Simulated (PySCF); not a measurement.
SSn, neutral, multiplicity 1. Atoms are numbered in the order given.

```xyz
2

Sn     0.0000     0.0000    -0.5342
S      0.0000     0.0000     1.6693
```

Geometry: PBE0-D3(BJ)/def2-TZVP. The def2 effective core potentials stand for the cores of Sn; spin–orbit coupling is left out.

These are IEF-PCM-M06-2X/def2-TZVPD (PySCF) values and carry that method's errors.

The values are the electrostatic part of the solvation free energy, E(continuum) − E(gas) at the gas-phase geometry, in a cavity of scaled van der Waals radii (PySCF's table); cavitation and dispersion terms are not included. A continuum can't describe solvent molecules that bind to the metal. In vacuum the orbital gap is 6.57 eV. The dipole moment in vacuum is 3.77 D.

Computed values in water (ε = 78.36), acetonitrile (ε = 35.69), chlorobenzene (ε = 5.70):
```
solvent            ε  ΔG(elec) (kcal/mol)  dipole (D)  gap (eV)
-------------  -----  -------------------  ----------  --------
water          78.36                 -7.2        6.08      6.96
acetonitrile   35.69                 -7.0        6.01      6.95
chlorobenzene   5.70                 -5.2        5.44      6.89
```
